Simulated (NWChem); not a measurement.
Basis-set convergence for ClGa

```xyz
2

Ga     0.0000     0.0000    -0.7912
Cl     0.0000     0.0000     1.4428
```
Charge 0, spin multiplicity 1.

The numbers come from NWChem runs, not from measurements. Structure: optimised with PBE/def2-SVP, a minimum by its harmonic frequencies.

Quantity: vertical ionisation energy at the level ΔMP2 (Δ: difference of total energies, the cation a doublet at the parent's geometry with its hole in an orbital of symmetry a1 (C2v labels); it is the state that the SCF runs reached, from PBE0 orbitals for Hartree-Fock references, and need not be the lowest).

The Hamiltonian is non-relativistic. The correlated methods keep 14 core orbitals frozen. The structure started from a generated list of species. No SCF solution was tested for a lower state. Open-shell Hartree-Fock references start from PBE0 orbitals; any time given for them includes that run.

Costs are rough ratios of processor time within this set of runs, SCF included, with cc-pVDZ as 1.

```
basis        functions  vertical ionisation energy (eV)  relative cost
-----------  ---------  -------------------------------  -------------
cc-pVDZ             45                             9.54              1
pcseg-1             45                       (withheld)            0.2
def2-SVP            50                       (withheld)            0.1
aug-cc-pVDZ         63                       (withheld)        under 3
aug-pcseg-1         63                             9.64        under 3
def2-TZVP           85                             9.78        under 3
def2-TZVPP          90                             9.78        under 3
def2-TZVPD         100                             9.81        under 3
aug-cc-pVTZ        109                             9.80              6
```

Q: Some entries are withheld; supply them.

A: 
- pcseg-1, vertical ionisation energy (eV): 9.62
- def2-SVP, vertical ionisation energy (eV): 9.47
- aug-cc-pVDZ, vertical ionisation energy (eV): 9.66
